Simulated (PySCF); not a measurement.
# Relaxation of quartet IrO₃

These are results of UPBE0 in PySCF with Ir def2-SVP with ECP60, O def2-SVP; scalar-relativistic core potentials, no spin–orbit coupling; density-fitted integrals, not measurements. A (50,194) grid was used.

A hand-made trigonal planar start, of D3h symmetry, held to at least that symmetry:

Coordinates in bohr (charge 0 multiplicity 4):
```
Ir    0.0000    0.0000    0.0000
O     3.2504    0.0000    0.0000
O    -1.6252    2.8149    0.0000
O    -1.6252   -2.8149    0.0000
```

Task: What does it relax to?

Result: It ends at D3h with Ir–O 1.734 Å (×3); O–Ir–O 120.0° (×3). A frequency run shows 1 imaginary mode, down to 345i cm⁻¹, so it is a saddle point. Other isomers or separated fragments may lie lower.

Task: How much energy is released, and in how many steps?

Result: 1.6 kJ/mol in 3 steps.

Other spin states or occupations of the open shell can lie lower. At this level a doublet minimum of C2v symmetry lies 118 kJ/mol below this structure. No spin–orbit coupling is included, which matters more the heavier the element.
